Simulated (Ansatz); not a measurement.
**Nudged elastic band run: H₃NOSiZn**

input.yaml

```yaml
crystal:
  periodic: [false, false, false]
  atoms:
    - { symbol: "N", position_ang: [-0.447272, 0.963698, -0.295107] }
    - { symbol: Si, position_ang: [0.807402, -0.046624, 0.179413] }
    - { symbol: O, position_ang: [0.688286, -1.56667, 0.411995] }
    - { symbol: Zn, position_ang: [-1.288098, -2.749983, 0.217589] }
    - { symbol: H, position_ang: [-0.355535, 1.962604, -0.440506] }
    - { symbol: H, position_ang: [-1.384102, 0.60598, -0.455576] }
    - { symbol: H, position_ang: [2.040319, 0.762995, 0.336492] }
basis:
  gaussian: { orbitals: def2-SVP }
hamiltonian:
  xc: pbe0
  dispersion: d4
neb:
  order_check: false
  images: 7
  f_tol: 0.05
  max_iterations: 60
  final_atoms:
    - { symbol: "N", position_ang: [0.05285449, 0.94852861, -0.12611262] }
    - { symbol: Si, position_ang: [1.53419042, -0.66195332, -0.57073676] }
    - { symbol: O, position_ang: [0.60240512, -1.80909483, -0.08795386] }
    - { symbol: Zn, position_ang: [-1.44805987, -2.05606689, 0.84679918] }
    - { symbol: H, position_ang: [-0.72321835, 0.41390426, 0.28854292] }
    - { symbol: H, position_ang: [-0.30816605, 1.44145286, -0.94514946] }
    - { symbol: H, position_ang: [0.35099423, 1.6552293, 0.54891061] }
  initial_path:
    images:
      - { positions_ang: [[-0.447272, 0.963698, -0.295107], [0.807402, -0.046624, 0.179413], [0.688286, -1.56667, 0.411995], [-1.288098, -2.749983, 0.217589], [-0.355535, 1.962604, -0.440506], [-1.384102, 0.60598, -0.455576], [2.040319, 0.762995, 0.336492]] }
      - { positions_ang: [[-0.33655849, 0.99573206, -0.31786985], [0.83517779, -0.12174855, 0.09114513], [0.48408901, -1.57961735, 0.39214873], [-1.11885576, -2.65182253, 0.32574293], [-0.39502174, 1.80475401, -0.20615731], [-1.23883585, 0.68517151, -0.61179284], [1.83100503, 0.79953084, 0.28108321]] }
      - { positions_ang: [[-0.22584497, 1.02776612, -0.3406327], [0.86295359, -0.1968731, 0.00287726], [0.27989202, -1.5925647, 0.37230245], [-0.94961351, -2.55366207, 0.43389687], [-0.43450849, 1.64690403, 0.02819138], [-1.09356969, 0.76436303, -0.76800967], [1.62169106, 0.83606669, 0.22567441]] }
      - { positions_ang: [[-0.11513146, 1.05980019, -0.36339555], [0.89072938, -0.27199766, -0.08539061], [0.07569503, -1.60551205, 0.35245618], [-0.78037127, -2.4555016, 0.5420508], [-0.47399523, 1.48905404, 0.26254006], [-0.94830354, 0.84355454, -0.92422651], [1.41237709, 0.87260253, 0.17026562]] }
      - { positions_ang: [[-0.00441794, 1.09183425, -0.3861584], [0.91850517, -0.34712221, -0.17365848], [-0.12850196, -1.6184594, 0.3326099], [-0.61112902, -2.35734113, 0.65020474], [-0.51348197, 1.33120406, 0.49688875], [-0.80303739, 0.92274606, -1.08044334], [1.20306312, 0.90913838, 0.11485683]] }
      - { positions_ang: [[0.00990017, 1.05600784, -0.32114696], [1.07242648, -0.42582999, -0.27292805], [0.05422481, -1.66611826, 0.22746896], [-0.82036173, -2.28202257, 0.69935335], [-0.56591606, 1.10187911, 0.44480229], [-0.67931955, 1.05242276, -1.04661987], [0.99004589, 1.09566111, 0.22337027]] }
      - { positions_ang: [[0.02421827, 1.02018143, -0.25613551], [1.22634779, -0.50453776, -0.37219762], [0.23695158, -1.71377712, 0.12232802], [-1.02959444, -2.20670401, 0.74850196], [-0.61835016, 0.87255416, 0.39271583], [-0.55560172, 1.18209946, -1.0127964], [0.77702867, 1.28218384, 0.33188372]] }
      - { positions_ang: [[0.03853638, 0.98435502, -0.19112406], [1.38026911, -0.58324554, -0.47146719], [0.41967835, -1.76143597, 0.01718708], [-1.23882716, -2.13138545, 0.79765057], [-0.67078425, 0.64322921, 0.34062938], [-0.43188388, 1.31177616, -0.97897293], [0.56401145, 1.46870657, 0.44039717]] }
      - { positions_ang: [[0.05285449, 0.94852861, -0.12611262], [1.53419042, -0.66195332, -0.57073676], [0.60240512, -1.80909483, -0.08795386], [-1.44805987, -2.05606689, 0.84679918], [-0.72321835, 0.41390426, 0.28854292], [-0.30816605, 1.44145286, -0.94514946], [0.35099423, 1.6552293, 0.54891061]] }
```

Launched with:

```bash
$ ansatz run input.yaml --threads 2 --pin off --max-ram 3072MiB --backend cpu --events-out ev --progress --plain --runs-dir out
```

Output, in part (warnings, iteration lines, the closing report on the highest movable image, with atoms numbered from 0):

```
NEB end point (image 0): max|allowed force component| = 1.788e-2 eV/Å (the criterion of neb.relax_end_points is 1.000e-2)
NEB end point (image 8): max|allowed force component| = 9.869e-3 eV/Å (the criterion of neb.relax_end_points is 1.000e-2)
NEB iter   1: max|band force component| = 1.867e2 eV/Å  barrier→ = 54.8063 eV  barrier← = 54.3605 eV  Δτ_max = 0.1961 Å  (362 SCF iters)
NEB iter   2: max|band force component| = 8.989e1 eV/Å  barrier→ = 26.6338 eV  barrier← = 26.1880 eV  Δτ_max = 0.1959 Å  (320 SCF iters)
NEB iter   3: max|band force component| = 4.200e1 eV/Å  barrier→ = 13.8521 eV  barrier← = 13.4063 eV  Δτ_max = 0.2000 Å  (277 SCF iters)
NEB iter   4: max|band force component| = 2.008e1 eV/Å  barrier→ = 7.5709 eV  barrier← = 7.1252 eV  Δτ_max = 0.2000 Å  (273 SCF iters)
NEB iter   5: max|band force component| = 9.024e0 eV/Å  barrier→ = 4.2205 eV  barrier← = 3.7748 eV  Δτ_max = 0.2000 Å  (271 SCF iters)
NEB iter   6: max|band force component| = 4.157e0 eV/Å  barrier→ = 3.3579 eV  barrier← = 2.9121 eV  Δτ_max = 0.1986 Å  (266 SCF iters)
NEB iter   7: max|band force component| = 2.143e0 eV/Å  barrier→ = 2.7183 eV  barrier← = 2.2726 eV  Δτ_max = 0.1949 Å  (264 SCF iters)
NEB iter   8: max|band force component| = 1.552e0 eV/Å  barrier→ = 1.8499 eV  barrier← = 1.4041 eV  Δτ_max = 0.1965 Å  (257 SCF iters)
NEB iter   9: max|band force component| = 3.629e0 eV/Å  barrier→ = 1.8431 eV  barrier← = 1.3973 eV  Δτ_max = 0.1001 Å  (256 SCF iters)
NEB iter  10: max|band force component| = 1.393e0 eV/Å  barrier→ = 1.6573 eV  barrier← = 1.2115 eV  Δτ_max = 0.2000 Å  (251 SCF iters)
NEB iter  11: max|band force component| = 4.548e0 eV/Å  barrier→ = 1.5010 eV  barrier← = 1.0552 eV  Δτ_max = 0.1009 Å  (259 SCF iters)
NEB iter  12: max|band force component| = 6.527e-1 eV/Å  barrier→ = 1.3843 eV  barrier← = 0.9385 eV  Δτ_max = 0.1964 Å  (253 SCF iters)
NEB iter  13: max|band force component| = 7.098e-1 eV/Å  barrier→ = 1.7528 eV  barrier← = 1.3070 eV  Δτ_max = 0.1021 Å  (250 SCF iters)
NEB iter  14: max|band force component| = 1.744e0 eV/Å  barrier→ = 1.6910 eV  barrier← = 1.2452 eV  CI = image 5  Δτ_max = 0.1021 Å  (254 SCF iters)
NEB iter  15: max|band force component| = 1.638e0 eV/Å  barrier→ = 1.9460 eV  barrier← = 1.5002 eV  CI = image 5  Δτ_max = 0.2000 Å  (249 SCF iters)
NEB iter  16: max|band force component| = 1.651e0 eV/Å  barrier→ = 2.1631 eV  barrier← = 1.7173 eV  CI = image 5  Δτ_max = 0.2000 Å  (243 SCF iters)
NEB iter  17: max|band force component| = 1.607e0 eV/Å  barrier→ = 2.6382 eV  barrier← = 2.1924 eV  CI = image 5  Δτ_max = 0.2000 Å  (246 SCF iters)
NEB iter  18: max|band force component| = 1.103e0 eV/Å  barrier→ = 3.0213 eV  barrier← = 2.5755 eV  CI = image 5  Δτ_max = 0.1989 Å  (239 SCF iters)
NEB iter  19: max|band force component| = 8.269e-1 eV/Å  barrier→ = 2.8780 eV  barrier← = 2.4322 eV  CI = image 5  Δτ_max = 0.0926 Å  (241 SCF iters)
NEB iter  20: max|band force component| = 5.062e-1 eV/Å  barrier→ = 2.8095 eV  barrier← = 2.3637 eV  CI = image 5  Δτ_max = 0.0928 Å  (247 SCF iters)
NEB iter  21: max|band force component| = 2.768e-1 eV/Å  barrier→ = 2.7502 eV  barrier← = 2.3044 eV  CI = image 5  Δτ_max = 0.0735 Å  (250 SCF iters)
NEB iter  22: max|band force component| = 2.959e-1 eV/Å  barrier→ = 2.7376 eV  barrier← = 2.2919 eV  CI = image 5  Δτ_max = 0.0368 Å  (250 SCF iters)
NEB iter  23: max|band force component| = 2.208e-1 eV/Å  barrier→ = 2.7286 eV  barrier← = 2.2828 eV  CI = image 5  Δτ_max = 0.0741 Å  (254 SCF iters)
NEB iter  24: max|band force component| = 9.310e-2 eV/Å  barrier→ = 2.7190 eV  barrier← = 2.2732 eV  CI = image 5  Δτ_max = 0.1441 Å  (254 SCF iters)
NEB iter  25: max|band force component| = 1.392e-1 eV/Å  barrier→ = 2.7174 eV  barrier← = 2.2716 eV  CI = image 5  Δτ_max = 0.0694 Å  (255 SCF iters)
NEB iter  26: max|band force component| = 1.256e-1 eV/Å  barrier→ = 2.7168 eV  barrier← = 2.2710 eV  CI = image 5  Δτ_max = 0.0731 Å  (250 SCF iters)
NEB iter  27: max|band force component| = 7.382e-2 eV/Å  barrier→ = 2.7165 eV  barrier← = 2.2707 eV  CI = image 5  Δτ_max = 0.0735 Å  (247 SCF iters)
NEB iter  28: max|band force component| = 1.098e-1 eV/Å  barrier→ = 2.7164 eV  barrier← = 2.2707 eV  CI = image 5  Δτ_max = 0.0367 Å  (241 SCF iters)
NEB iter  29: max|band force component| = 9.705e-2 eV/Å  barrier→ = 2.7164 eV  barrier← = 2.2706 eV  CI = image 5  Δτ_max = 0.0367 Å  (226 SCF iters)
NEB iter  30: max|band force component| = 1.718e-1 eV/Å  barrier→ = 2.7164 eV  barrier← = 2.2706 eV  CI = image 5  Δτ_max = 0.0184 Å  (228 SCF iters)
NEB iter  31: max|band force component| = 6.984e-2 eV/Å  barrier→ = 2.7164 eV  barrier← = 2.2706 eV  CI = image 5  Δτ_max = 0.0184 Å  (220 SCF iters)
NEB iter  32: max|band force component| = 1.720e-2 eV/Å  barrier→ = 2.7164 eV  barrier← = 2.2706 eV  CI = image 5  Δτ_max = 0.0000 Å  (429 SCF iters)
Total energy: -59855.10921251 eV, -2199.6346923096 hartree
Atom 0 at    -0.224250     1.001667    -0.352694 Å, force    -0.000016     0.000137    -0.000191 eV/Å
Atom 1 at     0.938121    -0.434281    -0.535374 Å, force    -0.000192    -0.000207     0.000163 eV/Å
Atom 2 at     0.233419    -1.768877    -0.096949 Å, force     0.000187     0.000176    -0.000224 eV/Å
Atom 3 at    -0.756222    -2.686813     1.482542 Å, force    -0.000021     0.000067     0.000065 eV/Å
Atom 4 at    -1.181132     1.016623     0.021935 Å, force    -0.000046    -0.000040     0.000009 eV/Å
Atom 5 at    -0.025242     1.842932    -0.897583 Å, force    -0.000152    -0.000026    -0.000010 eV/Å
Atom 6 at     1.076306     0.960750     0.332423 Å, force     0.000240    -0.000107     0.000187 eV/Å
Dipole moment:    -0.025636     1.162295    -0.363478 e Å
```

It converged. The profile has 2 maxima (images 2, 5) with wells between them (image 3): this band takes more than one step, which may be the mechanism or a detour left from its start path. Neighbouring images differ by up to 2.6 eV, so the band resolves the path poorly. A vibrational analysis at the climbing image gives one clearly imaginary mode, 1542i cm⁻¹: a first-order saddle point. The orbitals stay closed-shell, which can raise the energy where a bond breaks towards radicals; this wasn't checked here.

Final band (atoms are numbered from 1 in the order of the input):

```
image  path coordinate (Å)  energy (eV)  Si2–H7 (Å)  N1–H7 (Å)
    0                 0.00         0.00        1.48       2.57
    1                 1.27         0.17        1.48       2.59
    2                 2.54         0.53        1.48       2.64
    3                 3.81         0.00        1.48       2.57
    4                 5.08         0.08        1.47       2.46
    5                 6.36         2.72        1.65       1.47
    6                 7.17         0.63        2.45       1.03
    7                 7.99         0.47        2.76       1.02
    8                 8.80         0.45        2.83       1.02
```

Time of the run: 8 min on 2 threads of Arm Neoverse V2, with other jobs on the host, peak memory 0.21 GiB.
